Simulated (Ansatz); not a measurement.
One change: `[NH2][SbH][SiH3]` becomes `[BH2][SbH][SiH3]`.

Ansatz, PBE0-D4/def2-TZVP geometries, multiplicity 1. Each molecule was computed in one conformer, which needn't be the lowest.

Elements past krypton have def2 core potentials.  Spin–orbit coupling is left out; it splits and shifts lone-pair levels of the heavy atoms by tenths of an eV.

```tsv
property	`[NH2][SbH][SiH3]`
HOMO–LUMO gap (ωB97M-V/def2-TZVPP) / eV	9.66
size of the dipole moment (PBE/def2-TZVPP) / D	0.90
size of the dipole moment (ωB97M-V/def2-TZVPP) / D	0.99
HOMO–LUMO gap (B3LYP/def2-TZVPP) / eV	5.57
HOMO–LUMO gap (PBE0/def2-TZVPP) / eV	5.99
size of the dipole moment (B3LYP/def2-TZVPP) / D	0.97
```

Question: What does the change do to each property? (An estimate is asked.)

Answer: Ansatz gave: 
```
                                          property  `[BH2][SbH][SiH3]`  shift
           HOMO–LUMO gap (ωB97M-V/def2-TZVPP) / eV                8.77  -0.89
    size of the dipole moment (PBE/def2-TZVPP) / D                0.25  -0.65
size of the dipole moment (ωB97M-V/def2-TZVPP) / D                0.15  -0.84
             HOMO–LUMO gap (B3LYP/def2-TZVPP) / eV                4.55  -1.02
              HOMO–LUMO gap (PBE0/def2-TZVPP) / eV                4.91  -1.08
  size of the dipole moment (B3LYP/def2-TZVPP) / D                0.15  -0.82
```

With PBE0 the HOMO falls by 0.21 eV and the LUMO falls by 1.29 eV, so the gap narrows by about 1.08 eV. PBE moves the HOMO by -0.40 eV and ωB97M-V by -0.21 eV. Dipoles are sizes alone; their direction can turn.

B3LYP here is the variant with VWN-RPA as its local correlation; programs differ in this.
